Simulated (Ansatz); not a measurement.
```yaml
crystal:
  periodic: [false, false, false]
  atoms:
    - {symbol: C, position_ang: [-1.458262, 1.292306, 0.733578]}
    - {symbol: In, position_ang: [-0.013790, 0.084485, -0.221173]}
    - {symbol: C, position_ang: [1.226527, -1.471330, 0.566229]}
    - {symbol: S, position_ang: [0.273135, 0.542079, -2.563684]}
    - {symbol: H, position_ang: [-2.022902, 2.055569, 0.204652]}
    - {symbol: H, position_ang: [-1.704668, 1.210657, 1.789077]}
    - {symbol: H, position_ang: [2.274784, -1.190606, 0.454020]}
    - {symbol: H, position_ang: [1.057985, -2.390634, 0.003819]}
    - {symbol: H, position_ang: [1.015332, -1.651263, 1.620012]}
    - {symbol: H, position_ang: [-0.648131, 1.518757, -2.586529]}
basis:
  gaussian: {orbitals: def2-TZVPD, fitting: {mean_field: cc-pVTZ-jkfit}}
magnetization: {spin_polarized: true, initial_magnetization: 1}
hamiltonian: {xc: {name: r2SCAN0}, dispersion: d4, pseudopotentials: {relativity: scalar}}
scf: {lower_state_search: light}
kpoints: {mp_grid: {grid: [2, 2, 2]}}
```

```sh
$ ansatz run in.yaml --threads 4 --pin off --events-out ev --progress --plain --max-ram 10444MiB
```

It prints (some lines left out):

```
Error: invalid value for `basis.gaussian`: such a run doesn't read kpoints; remove what it names
```

**Question.** What is wrong with this run?

**Answer.** The input holds a key that doesn't belong there. The input was rejected before any iteration.
